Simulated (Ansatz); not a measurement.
`O=C1C[SiH]1O`, relaxed with RKS PBE0-D4/def2-TZVP in Ansatz 0.2.0 from a PBE-D4/def2-SVP geometry. The force threshold is 0.005 eV/Å; the program also tests the step.

The species carries charge 0 and has multiplicity 1.

Start:

```xyz
9

O    -1.781    0.184   -1.534
C    -0.958   -0.261   -0.765
C    -0.852   -0.389    0.712
Si    0.865   -0.183   -0.190
O     1.793    1.214   -0.222
H    -0.707   -1.446    1.031
H    -1.533    0.164    1.390
H     1.812   -1.288    0.166
H     1.361    2.005   -0.589
```

**Question.** By how much does the energy fall, and how many steps does the optimiser take? (An estimate is asked.)

**Answer.** Computed: 0.09 eV, in 11 steps, 1 of them rejected.

**Question.** Which bonds change most? (Best estimate.)

**Answer.** The calculation gave: C3–Si4 from 1.951 to 1.897 Å; C2–Si4 from 1.914 to 1.865 Å; Si4–O5 from 1.676 to 1.634 Å; Si4–H8 from 1.497 to 1.477 Å.

**Question.** Give the relaxed structure. (Best estimate.)

**Answer.** Ansatz gave: 
```xyz
9

O    -1.760    0.081   -1.535
C    -0.905   -0.266   -0.773
C    -0.820   -0.369    0.720
Si    0.851   -0.167   -0.155
O     1.755    1.192   -0.222
H    -0.755   -1.411    1.056
H    -1.479    0.228    1.348
H     1.777   -1.299    0.051
H     1.335    2.011   -0.490
```
